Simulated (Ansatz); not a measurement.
System: GaF, charge 1, doublet. GaF+ (parent SMILES [Ga][F], doublet).
B3LYP-D3(BJ)/def2-TZVP minimum from Ansatz (a program for electronic structure):
```xyz
2

Ga     0.0000     0.0000    -0.3878
F      0.0000     0.0000     1.3358
```
Charge +1, spin multiplicity 2.

Hartree-Fock and MP2 correlation energies in hartree (Ansatz). Open shells are spin-unrestricted; no spin-orbit coupling. Cores are frozen in correlated methods (noble-gas shells, and filled d and f shells in the p block). No relativity. The spin of FGa+ (parent SMILES [F][Ga], doublet) was assumed, and the state is the lowest solution found for it.

```tsv
basis	X	E(HF)	E(corr, MP2)
cc-pVTZ	3	-2022.48143	-0.28804
cc-pVQZ	4	-2022.49484	-0.31343
cc-pV5Z	5	-2022.49737	withheld
```

Task: Fit E(corr) = E∞ + A/X³ to X = 3 and 4, predict X = 5, and compare with the run.

Result: A = (-0.28804 - (-0.31343))/(1/27 - 1/64) = 1.1858; E∞ = -0.31343 - A/64 = -0.33196; at X = 5, E∞ + A/125 = -0.32247. The run gave -0.32427, 1.80 mEh below the prediction. The same form on X = 4 and 5 gives E∞ = -0.33564, 3.69 mEh below the first estimate.
